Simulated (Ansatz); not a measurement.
Ansatz (a program for electronic structure) input (r2SCAN0/def2-TZVPD):

Ansatz 0.2 input:
```yaml
crystal:
  periodic: [false, false, false]
  atoms:
    - {symbol: O, position_ang: [2.65607536, -0.88202575, 0.07635405]}
    - {symbol: C, position_ang: [1.32285425, -0.57983613, 0.04520561]}
    - {symbol: C, position_ang: [0.29087833, -1.57274331, 0.08374857]}
    - {symbol: C, position_ang: [-0.97161165, -1.07821855, 0.04361136]}
    - {symbol: Se, position_ang: [-0.97974125, 0.78579565, -0.05167940]}
    - {symbol: C, position_ang: [0.88865863, 0.70630574, -0.02559565]}
    - {symbol: H, position_ang: [2.76715103, -1.83695979, 0.12643173]}
    - {symbol: H, position_ang: [0.50545347, -2.63318871, 0.14043471]}
    - {symbol: H, position_ang: [-1.89269858, -1.63644623, 0.06126243]}
    - {symbol: H, position_ang: [1.49801646, 1.59270197, -0.06368082]}
basis:
  gaussian:
    orbitals: def2-TZVPD
hamiltonian:
  xc: {name: r2SCAN0}
output: {forces: true}
```

End of the output:

```
mean field -71606.69771591 eV, -2631.4976042967 hartree, gradient 4.2e-5 eV, S^2 0.000000; 0 other end points of the search recorded, 0 dependent functions left out
the calculation of the forces begins
reference -71606.69772952 eV, -2631.4976047968 hartree; 35, 35 occupied and 246, 246 virtual orbitals, 1537 factors
Total energy: -71606.69772952 eV, -2631.4976047968 hartree
Atom 0 at     2.656075    -0.882026     0.076354 Å, force    -0.442665    -0.207581     0.005383 eV/Å
Atom 1 at     1.322854    -0.579836     0.045206 Å, force     0.069383     0.019920    -0.000199 eV/Å
Atom 2 at     0.290878    -1.572743     0.083749 Å, force    -0.069409     0.243072    -0.013232 eV/Å
Atom 3 at    -0.971612    -1.078219     0.043611 Å, force     0.248767     0.285888    -0.011668 eV/Å
Atom 4 at    -0.979741     0.785796    -0.051679 Å, force     0.538509    -0.557484     0.034818 eV/Å
Atom 5 at     0.888659     0.706306    -0.025596 Å, force    -0.257409    -0.218571     0.008128 eV/Å
Atom 6 at     2.767151    -1.836960     0.126432 Å, force    -0.080958     0.355670    -0.019118 eV/Å
Atom 7 at     0.505453    -2.633189     0.140435 Å, force    -0.027899     0.098856    -0.005377 eV/Å
Atom 8 at    -1.892699    -1.636446     0.061262 Å, force     0.078118     0.055291    -0.001903 eV/Å
Atom 9 at     1.498016     1.592702    -0.063681 Å, force    -0.056437    -0.075060     0.003168 eV/Å
Dipole moment:    -0.056243    -0.367795     0.018120 e Å
```
